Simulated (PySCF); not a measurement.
**Removal energies of Nb¹³⁺ from EOM-IP-GCCSD**

Reference: closed-shell Nb¹³⁺, [Ar] 3d10; one electron is removed. Calculated with PySCF 2.14, two-component X2C-1e with screened spin-orbit coupling, an even-tempered Gaussian basis (20 s from 0.32 bohr⁻², ratio 2.6; 15 p from 0.41 bohr⁻², ratio 2.6; 10 d from 0.41 bohr⁻², ratio 2.6; 6 f from 0.42 bohr⁻², ratio 2.8); frozen [Ar]; the 96 highest virtual spinors dropped; of the others 70 kept and the rest restored at second order. No Breit or QED terms. Binding energies in eV.

```json
{"level": "3d3/2", "Koopmans": "489.14", "second order": "487.64", "EOM-CCSD": "487.99"}
{"level": "3d5/2", "Koopmans": "486.04", "second order": "484.61", "EOM-CCSD": "484.95"}
```

For comparison, the ionisation energy of Nb¹³⁺ is 482.5 ± 1.5 eV (semi-empirical (NIST evaluation); NIST Atomic Spectra Database, ionization energies).
